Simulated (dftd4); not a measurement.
C4H5 (SMILES C1[C@]2C[C@H]12), doublet, geometry from GFN2-xTB; D4 for tpss run with dftd4.

The dftd4 input:
```
$ dftd4 mol.xyz --func tpss --charge 0 --json dftd4.json --noedisp --property

# file mol.xyz
9

C      0.03643608     1.13523166     0.30091216
C      0.06332066    -1.14075396     0.27440395
C      0.78434756     0.01305905    -0.32576129
C     -0.65722656    -0.00261496    -0.44203833
H     -0.05911017     1.19718400     1.38170604
H      0.07077611     2.09485536    -0.19578110
H     -0.03043843    -1.23009773     1.35343571
H      0.12017894    -2.08747192    -0.24449230
H     -1.46267287    -0.00400040    -1.13996730
```

The log (banner, timings and long lists left out):

```
                    ____  _____ _____     ____  _  _
      -------------|  _ \|  ___|_   _|---|  _ \| || |------------
     |             | | | | |_    | | ___ | | | | || |_           |
     |             | |_| |  _|   | ||___|| |_| |__   _|          |
     |             |____/|_|     |_|     |____/   |_|            |
     |             ===================================           |
     |            E. Caldeweyher, S. Ehlert & S. Grimme          |
     |          Mulliken Center for Theoretical Chemistry        |
     |                    University of Bonn                     |
      -----------------------------------------------------------

Rational (Becke-Johnson) damping: tpss-D4-ATM
---------------------
  s6         1.0000
  s8         1.7660
  s9         1.0000
  a1         0.4282
  a2         4.5426
 alp        16.0000
--------------------

Atomic data, radii in Ångström:
------------------------------------------------------
   Z          R(cov)      r4/r2   hardness         EN
------------------------------------------------------
   6 C        1.0000     1.6431     0.4220     2.5500
   1 H        0.4267     1.0622     0.4726     2.2000
------------------------------------------------------

Atomic reference systems (in atomic units):
----------------------------------------------------------------------------
   Z        #      CN     q+Z       C6(AA)   #      CN     q+Z       C6(AA)
----------------------------------------------------------------------------
   6 C      1  0.0000  6.0000      49.3833   2  0.9189  5.8288      52.1688
            3  1.9079  5.8579      35.6972   4  2.8312  5.7775      35.8445
            5  3.7487  5.7435      28.6317   6  2.9183  5.8956      32.2504
            7  0.8556  6.2103      25.6194
   1 H      1  0.0000  1.0000       7.6362   2  0.8942  1.0000       3.0374
----------------------------------------------------------------------------

Atomic properties (in atomic units):
----------------------------------------------------------------------------
     #    Z              CN          q      C6(AA)        C8(AA)   alpha(0)
----------------------------------------------------------------------------
     1    6 C        3.8732    -0.1491     26.1123      755.2117     7.3560
     2    6 C        3.8732    -0.1491     26.1123      755.2117     7.3560
     3    6 C        2.9346    -0.0831     31.6907      916.5508     9.2034
     4    6 C        3.8561    -0.0950     24.9361      721.1958     7.1899
     5    1 H        0.9249     0.0947      1.8341       22.1717     2.1179
     6    1 H        0.9255     0.0960      1.8215       22.0185     2.1105
     7    1 H        0.9249     0.0947      1.8341       22.1717     2.1179
     8    1 H        0.9255     0.0960      1.8215       22.0185     2.1105
     9    1 H        0.9269     0.0948      1.8326       22.1535     2.1169
----------------------------------------------------------------------------

Molecular properties (in atomic units):
----------------------------------------
 molecular C6                 760.1685
 molecular C8               18345.5221
----------------------------------------

Dispersion energy:      -6.9975134476670E-03 Eh

[Info] JSON dump of results written to 'dftd4.json'
```
